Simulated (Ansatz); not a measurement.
Reaction (ligand exchange at the Al–C bond): `[CH3][AlH][BH]S` + CH₃OH → `C[O][AlH][BH]S` + CH₄

Isolated molecules relaxed with PBE0-D4/def2-TZVP in Ansatz; ΔE leaves out vibrations. CCSD(T)/CBS is the MP2 limit (def2-TZVPP, def2-QZVPP) plus CCSD(T) − MP2 in def2-TZVPP, frozen cores. This one scheme is used for every species. DFT in def2-TZVPP. B3LYP here is the variant with VWN-RPA as its local correlation; programs differ in this. Each species was taken in one conformer, which may not be the lowest.

Q: Is it downhill or uphill in electronic energy at CCSD(T)/CBS, and by how much? (Estimate.)

A: The calculation gave: Downhill: ΔE = -1.53 eV.

Q: What do these levels give: PBE0-D4, B3LYP-D4, ωB97X-V, ωB97M-V, PBE, PBE0, SCS-MP2/def2-TZVPP, CCSD/def2-TZVPP, HF/def2-QZVPP, HF/CBS(def2), MP2/CBS(def2), CCSD/CBS(def2)? (Best estimate.)

A: Ansatz gave: PBE0-D4 -1.46, B3LYP-D4 -1.59, ωB97X-V -1.53, ωB97M-V -1.52, PBE -1.43, PBE0 -1.43, SCS-MP2/def2-TZVPP -1.59, CCSD/def2-TZVPP -1.54, HF/def2-QZVPP -1.58, HF/CBS(def2) -1.58, MP2/CBS(def2) -1.56, CCSD/CBS(def2) -1.52 eV.

Largest T1 diagnostic among the species: 0.015.

The D4 term adds −0.05 eV with B3LYP and −0.03 eV with PBE0; it sums over pairs of atoms, weighted by their polarisabilities, and B3LYP, whose exchange is more repulsive, gets the larger term.
